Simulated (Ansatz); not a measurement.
The cluster Mg4Zn2⁺, relaxed as a doublet with UKS r2SCAN/def2-SVP in Ansatz, starting from the GFN1-xTB geometry. Force threshold 0.02 eV/Å.

The relaxation made no stability test and no search for a lower SCF solution. Another isomer (doublet) lies 0.24 eV lower at PBE0/def2-TZVP; other spin states weren't run for this one.

Start:

```
atom   x (Å)   y (Å)   z (Å)
 Mg1  -1.816  -0.684  -0.303
 Mg2   1.573  -0.803  -0.918
 Mg3   0.312  -0.712   1.930
 Mg4   0.462   2.213   2.409
 Zn5  -0.005   1.594  -0.472
 Zn6  -0.526  -1.608  -2.647
```

```tsv
step	energy (eV)	largest force component (eV/Å)	SCF passes
1	-118586.3353	0.461	34
2	-118586.5421	0.427	43
3	-118586.6809	0.216	34
4	-118586.7108	0.233	35
5	-118586.7296	0.033	37
6	-118586.7342	0.035	34
7	-118586.7398	0.050	34
8	-118586.7452	0.074	33
9	-118586.7664	0.139	34
10	-118586.8144	0.191	34
11	-118586.8825	0.119	33
12 (rejected)	-118586.8704	0.355	35
13	-118586.8982	0.072	34
14	-118586.9010	0.020	30
15	-118586.9012	0.015	33
```

Force components are those of the run's own axes.

End:

```xyz
6

Mg   -1.656   -1.342   -0.271
Mg    1.390   -1.426   -0.817
Mg    0.349   -0.412    2.032
Mg    0.418    2.628    1.972
Zn   -0.042    0.952   -0.380
Zn   -0.459   -0.400   -2.536
```

Bonds formed: Mg3–Zn5, Zn5–Zn6 (atoms count from 1).

No frequencies were taken in this run, so the end may be a saddle point.

Run time 84 s (4 threads of Intel Xeon 6975P-C on a shared host).
